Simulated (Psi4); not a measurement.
CH2N (SMILES C#[NH+]), charge +1, singlet, geometry from GFN2-xTB; Psi4 1.11 with PBE0/def2-SVP.

Psi4 was given this input:
```
memory 2 GB

molecule mol {
1 1
  C    -0.000000   -0.000000   -0.600338
  N     0.000000    0.000000    0.532669
  H    -0.000000   -0.000000   -1.674892
  H     0.000000    0.000000    1.548235
}

set basis def2-svp
set reference rks
set scf_initial_accelerator ediis

energy('pbe0')
print_variables()
```

### Question
Write the output that Psi4 gives for this input, abridged.

### Answer

```
   => Loading Basis Set <=

    Name: DEF2-SVP
    Role: ORBITAL
    Keyword: BASIS

         ---------------------------------------------------------
                                   SCF
               by Justin Turney, Rob Parrish, Andy Simmonett
                          and Daniel G. A. Smith
                              RKS Reference
         ---------------------------------------------------------

  ==> Geometry <==

    Molecular point group: c2v
    Full point group: C_inf_v

    Geometry (in Angstrom), charge = 1, multiplicity = 1:

       Center              X                  Y                   Z               Mass
    ------------   -----------------  -----------------  -----------------  -----------------
         C            0.000000000000     0.000000000000    -0.604881366480    12.000000000000
         N            0.000000000000     0.000000000000     0.528125633520    14.003074004430
         H            0.000000000000     0.000000000000    -1.679435366480     1.007825032230
         H            0.000000000000     0.000000000000     1.543691633520     1.007825032230

  Running in c2v symmetry.

  Rotational constants: A = ************  B =      1.24498  C =      1.24498 [cm^-1]
  Rotational constants: A = ************  B =  37323.58588  C =  37323.58588 [MHz]
  Nuclear repulsion =   29.538484874313607

  Charge       = 1
  Multiplicity = 1
  Electrons    = 14
  Nalpha       = 7
  Nbeta        = 7

  ==> Algorithm <==

  SCF Algorithm Type is DF.
  DIIS enabled.
  MOM disabled.
  Fractional occupation disabled.
  Guess Type is SAD.
  Energy threshold   = 1.00e-06
  Density threshold  = 1.00e-06
  Integral threshold = 1.00e-12

  ==> Primary Basis <==

  Basis Set: DEF2-SVP
    Blend: DEF2-SVP
    Number of shells: 18
    Number of basis functions: 38
    Number of Cartesian functions: 40
    Spherical Harmonics?: true
    Max angular momentum: 2

  ==> DFT Potential <==

   => LibXC <=

    Version 7.1.2
    S. Lehtola, C. Steigemann, M. J. T. Oliveira, and M. A. L. Marques,  SoftwareX 7, 1–5 (2018) (10.1016/j.softx.2017.11.002)

   => Composite Functional: PBE0 <=

    PBE0 Hyb-GGA Exchange-Correlation Functional

    C. Adamo and V. Barone,  J. Chem. Phys. 110, 6158 (1999) (10.1063/1.478522)
    M. Ernzerhof and G. E. Scuseria,  J. Chem. Phys. 110, 5029 (1999) (10.1063/1.478401)

    Deriv               =              1
    GGA                 =           TRUE
    Meta                =          FALSE

    Exchange Hybrid     =           TRUE
    MP2 Hybrid          =          FALSE

   => Exchange Functionals <=

    0.7500   Perdew, Burke & Ernzerhof

   => Exact (HF) Exchange <=

    0.2500               HF

   => Correlation Functionals <=

    1.0000   Perdew, Burke & Ernzerhof

   => LibXC Density Thresholds  <==

    XC_HYB_GGA_XC_PBEH:  1.00E-15

   => Molecular Quadrature <=

    Radial Scheme          =       TREUTLER
    Pruning Scheme         =           NONE
    Nuclear Scheme         =       TREUTLER

    Blocking Scheme        =         OCTREE
    BS radius alpha        =              1
    Pruning alpha          =              1
    Radial Points          =             75
    Spherical Points       =            302
    Total Points           =          87020
    Total Blocks           =            694
    Max Points             =            256
    Max Functions          =             38
    Weights Tolerance      =       1.00E-15

   => Loading Basis Set <=

    Name: (DEF2-SVP AUX)
    Role: JKFIT
    Keyword: DF_BASIS_SCF

  ==> Integral Setup <==

  SCF_SUBTYPE=INCORE selected. In-core MEM_DF algorithm will be used.
  Using in-core AOs.

  ==> MemDFJK: Density-Fitted J/K Matrices <==

    J tasked:                   Yes
    K tasked:                   Yes
    wK tasked:                   No
    Algorithm:                 Core
    Schwarz Cutoff:           1E-12
    Mask sparsity (%):       0.0000
    Fitting Condition:        1E-10

   => Auxiliary Basis Set <=

  Basis Set: (DEF2-SVP AUX)
    Blend: DEF2-UNIVERSAL-JKFIT
    Number of shells: 62
    Number of basis functions: 188
    Number of Cartesian functions: 222
    Spherical Harmonics?: true
    Max angular momentum: 4

  Minimum eigenvalue in the overlap matrix is 4.5328596686E-03.
  Reciprocal condition number of the overlap matrix is 1.1200936442E-03.
    Using symmetric orthogonalization.

  ==> Pre-Iterations <==

  SCF Guess: Superposition of Atomic Densities via on-the-fly atomic UHF (no occupation information).

   -------------------------
    Irrep   Nso     Nmo
   -------------------------
     A1        20      20
     A2         2       2
     B1         8       8
     B2         8       8
   -------------------------
    Total      38      38
   -------------------------

  ==> Iterations <==

                           Total Energy        Delta E     RMS |[F,P]|

   @DF-RKS iter SAD:   -93.43070845004998   -9.34307e+01   0.00000e+00
   @DF-RKS iter   1:   -93.47932743878559   -4.86190e-02   1.39425e-02 EDIIS/DIIS
   @DF-RKS iter   2:   -93.42940120751021    4.99262e-02   1.99919e-02 EDIIS/DIIS
   @DF-RKS iter   3:   -93.51439289025573   -8.49917e-02   5.24565e-03 EDIIS/DIIS
   @DF-RKS iter   4:   -93.52143140288941   -7.03851e-03   5.46808e-04 EDIIS/DIIS
   @DF-RKS iter   5:   -93.52150444964870   -7.30468e-05   5.33922e-05 DIIS
   @DF-RKS iter   6:   -93.52150520400278   -7.54354e-07   5.08178e-06 DIIS
   @DF-RKS iter   7:   -93.52150520958878   -5.58600e-09   1.74581e-07 DIIS
  Energy and wave function converged.

  ==> Post-Iterations <==

   Electrons on quadrature grid:
      Ntotal   =   14.0000002668 ; deviation = 2.668e-07

    Orbital Energies [Eh]
    ---------------------

    Doubly Occupied:

       1A1   -14.778329     2A1   -10.653383     3A1    -1.303281
       4A1    -0.986520     5A1    -0.889637     1B1    -0.725852
       1B2    -0.725852

    Virtual:

       2B2    -0.298366     2B1    -0.298366     6A1    -0.177505
       7A1    -0.133087     8A1    -0.049324     9A1     0.125358
       3B1     0.208186     3B2     0.208186    10A1     0.361400
      11A1     0.469212     4B2     0.493955     4B1     0.493955
      12A1     0.720550    13A1     0.748070     5B1     0.915216
       5B2     0.915216    14A1     0.988596     1A2     1.274964
      15A1     1.274964     6B1     1.292772     6B2     1.292772
       7B2     1.762217     7B1     1.762217    16A1     1.852972
      17A1     1.905053     2A2     1.905053    18A1     2.047285
       8B1     2.811603     8B2     2.811603    19A1     3.049947
      20A1     3.790397

    Final Occupation by Irrep:
             A1    A2    B1    B2
    DOCC [     5,    0,    1,    1 ]
    NA   [     5,    0,    1,    1 ]
    NB   [     5,    0,    1,    1 ]

  @DF-RKS Final Energy:   -93.52150520958878

   => Energetics <=

    Nuclear Repulsion Energy =             29.5384848743136068
    One-Electron Energy =                -179.1742071357667498
    Two-Electron Energy =                  65.6523786761819110
    DFT Exchange-Correlation Energy =      -9.5381616243175582
    Empirical Dispersion Energy =           0.0000000000000000
    VV10 Nonlocal Energy =                  0.0000000000000000
    Total Energy =                        -93.5215052095887813

Computation Completed

Properties will be evaluated at   0.000000,   0.000000,   0.000000 [a0]

Properties computed using the SCF density matrix

 Multipole Moments:

 ------------------------------------------------------------------------------------
     Multipole            Electronic (a.u.)      Nuclear  (a.u.)        Total (a.u.)
 ------------------------------------------------------------------------------------

 L = 1.  Multiply by 2.5417464519 to convert [e a0] to [Debye]
 Dipole X            :          0.0000000            0.0000000            0.0000000
 Dipole Y            :          0.0000000            0.0000000            0.0000000
 Dipole Z            :         -0.0096104           -0.1287896           -0.1384000
 Magnitude           :                                                    0.1384000

 ------------------------------------------------------------------------------------

  Variable Map:
  ----------------------------------------------------------------------------
  "CURRENT ENERGY"              =>     -93.521505209589
  "CURRENT REFERENCE ENERGY"    =>     -93.521505209589
  "DD SOLVATION ENERGY"         =>       0.000000000000
  "DFT FUNCTIONAL TOTAL ENERGY" =>     -93.521505209589
  "DFT TOTAL ENERGY"            =>     -93.521505209589
  "DFT VV10 ENERGY"             =>       0.000000000000
  "DFT XC ENERGY"               =>      -9.538161624318
  "GRID ELECTRONS ALPHA"        =>       7.000000133389
  "GRID ELECTRONS BETA"         =>       7.000000133389
  "GRID ELECTRONS TOTAL"        =>      14.000000266779
  "NUCLEAR REPULSION ENERGY"    =>      29.538484874314
  "ONE-ELECTRON ENERGY"         =>    -179.174207135767
  "PCM POLARIZATION ENERGY"     =>       0.000000000000
  "PE ENERGY"                   =>       0.000000000000
  "SCF ITERATION ENERGY"        =>     -93.521505209589
  "SCF ITERATIONS"              =>       7.000000000000
  "SCF TOTAL ENERGY"            =>     -93.521505209589
  "TWO-ELECTRON ENERGY"         =>      65.652378676182
  "XC GRID RADIAL POINTS"       =>      75.000000000000
  "XC GRID SPHERICAL POINTS"    =>     302.000000000000
  "XC GRID TOTAL POINTS"        =>   87020.000000000000

  Array Variable Map:
  ----------------------------------------------------------------------------
  "CURRENT DIPOLE"              =>       0.000000000000 ... -0.138399992033 1 by 3
  "SCF DIPOLE"                  =>       0.000000000000 ... -0.138399992033 1 by 3
  "SCF TOTAL ENERGIES"          =>     -93.430708450050 ... -93.521505209589 1 by 8
```
